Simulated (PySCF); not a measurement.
A GIAO shielding run with PySCF 2.14 (density fitting, non-relativistic, gas phase) on `FC(F)(F)C1C[SiH2][SiH2]C1`, C$_{4}$H$_{9}$F$_{3}$Si$_{2}$:

```
$ OMP_NUM_THREADS=1 python probes_run.py task.json out

{"job": {"kind": "nmr", "xc": "PBE0", "basis": "pcSseg-1"}, "charge": 0, "multiplicity": 1}
F      2.396131    -0.601720     1.336227
C      1.614674     0.314785     0.738915
F      0.772267     0.756177     1.691478
F      2.419342     1.352655     0.451170
C      0.913771    -0.233493    -0.489892
C      0.091420     0.870274    -1.162413
Si    -1.532718     1.206945    -0.187943
Si    -1.560946    -0.901968     0.767668
C      0.061315    -1.448453    -0.110232
H      1.731774    -0.546009    -1.155138
H     -0.153159     0.532319    -2.170255
H      0.705040     1.763516    -1.277132
H     -1.358145     2.372114     0.680367
H     -2.564461     1.554296    -1.173292
H     -2.609652    -1.849066     0.367976
H     -1.404366    -1.020837     2.218069
H      0.654069    -2.135552     0.493241
H     -0.185116    -1.979666    -1.030470
```

Hardware: 1 thread of an Intel Xeon, shared host. The job also computes population analyses, field gradients, ring-centre shieldings.

(1) How large is the calculation?

(2) How long does it take, and how much memory does it need?

Results:

(1) 88 electrons, 212 basis functions and 1147 auxiliary functions.

(2) 2.3 min of wall time, with 14 SCF cycles and 4 response iterations; peak memory 0.87 GiB. Times on a shared host scatter by some tens of per cent.
